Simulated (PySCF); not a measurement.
HOSn, SMILES [OH+]=[Sn] (connectivity only; charge and spin as stated), charge +1, multiplicity 1.

Coordinates come from a B3LYP-D3(BJ)/def2-TZVP optimisation. The isomer is the one that the SMILES or the coordinates give; other isomers of the formula were not compared. The def2 effective core potentials stand for the cores of Sn; spin–orbit coupling is left out.

Method: ωB97X/def2-TZVPD (PySCF).

Gas-phase values at a fixed geometry.

- total energy: -289.93844 hartree
- point group: C∞v
- highest occupied level: -17.86 eV
- lowest empty level: -6.47 eV
- orbital gap: 11.39 eV
- dipole moment about the centre of nuclear charge: 0.57 D
- mean static polarisability: 30.8 bohr³ (4.56 Å³)
- polarisability, principal values: 26.7, 26.7, 38.9 bohr³
